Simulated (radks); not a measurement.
The numbers below are computed, except where a source is named.
Question: The mean radii <r> (bohr) of the occupied orbitals of an atom or ion are listed with their occupations. Code: a radial shooting solver on a logarithmic mesh with Libxc functionals. Model: scalar-relativistic Kohn-Sham, r2SCAN, spin-polarised, spherical densities, finite nucleus; meta-GGA in the generalised Kohn-Sham scheme; Fermi nuclear charge, rms radius of each element as measured or else 0.836 A^(1/3) + 0.57 fm.

orbital  occ.      <r>
1s up       1  0.01580
1s down     1  0.01580
2s up       1  0.06649
2s down     1  0.06649
2p up       3  0.06056
2p down     3  0.06056
3s up       1   0.1705
3s down     1   0.1704
3p up       3   0.1723
3p down     3   0.1722
3d up       5   0.1561
3d down     5   0.1561
4s up       1   0.3532
4s down     1   0.3533
4p up       3   0.3683
4p down     3   0.3685
4d up       5   0.3702
4d down     4   0.3703

Name the element and its charge. Open shells, if any, are filled with parallel spins first.

Answer: Z = 83, bismuth, charge +38: Bi38+ in [Kr] 4d9. The 1s radius gives Z: for a bare nucleus <r> = (2 gamma + 1)/(2Z) with gamma = sqrt(1 - (Z/c)^2), 0.01561 bohr for Z = 83, and screening makes it slightly larger (0.01580 here). The occupations add up to 45, and the charge is Z minus that.
